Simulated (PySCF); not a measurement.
**Working out the ionisation energy of Ba²⁺**

Ba²⁺ [Xe] (1S) → Ba³⁺ [Kr] 4d10 5s2 5p5 (2P). Computed with PySCF 2.14 in cc-pVDZ-X2C (7s6p4d, 45 functions), with the spin-free X2C one-electron Hamiltonian (Gaussian nucleus). Frozen: [Kr] 4d10 5s2. Energies in hartree (1 hartree = 27.21139 eV):

```csv
part,Ba²⁺ (lower),Ba³⁺ (upper)
UHF,-8131.134050,-8129.817470
CCSD correlation,-0.037310,-0.021844
(T),-0.000137,-0.000045
```

Question: What does Hartree-Fock give?

Answer: (-8129.817470) − (-8131.134050) = 1.316580 hartree = 35.826 eV.

Question: What do CCSD and CCSD(T) give?

Answer: The CCSD correlation energies differ by 0.015466 hartree = 0.421 eV and the triples by 0.000092 hartree = 0.003 eV, so CCSD gives 36.247 eV and CCSD(T) 36.250 eV.

Reference: 35.844 eV (measured; NIST Atomic Spectra Database, ionization energies), between the lowest levels; spin-orbit coupling is absent from the calculation.

A double-zeta basis recovers only part of the correlation energy.

What remains against the reference includes basis incompleteness, the frozen core and higher excitations.
